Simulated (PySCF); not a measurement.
Coordinates in bohr (charge -1 multiplicity 2):
```
Pb    0.0000    0.0000   -0.4628
S     4.0835    0.0000    1.4965
S    -4.0835    0.0000    1.4965
```

These are results of UPBE0 in PySCF with Pb def2-TZVPD with ECP60, S def2-TZVPD; scalar-relativistic core potentials, no spin–orbit coupling; density-fitted integrals, not measurements.

This geometry of [PbS2]- is a stationary point at this level.

Q: What is the point group?

A: C2v.

Q: Is it a minimum?

A: Yes: all harmonic wavenumbers are real.

Q: List the harmonic modes with their infrared intensities.

A: 
```
symmetry  ω (cm⁻¹)  IR (km/mol)
      a1        94          9.7
      b2       324         67.6
      a1       332         12.5
```

In C2v the vibrations span 2a1 + b2. Here b1 is antisymmetric to the molecular plane and b2 lies in it.

Only a few start shapes were tried, so a lower isomer may exist. The lowest empty level of this anion is unbound, so it and the gap depend on the basis. Spin–orbit coupling, left out here, can matter for elements this heavy.
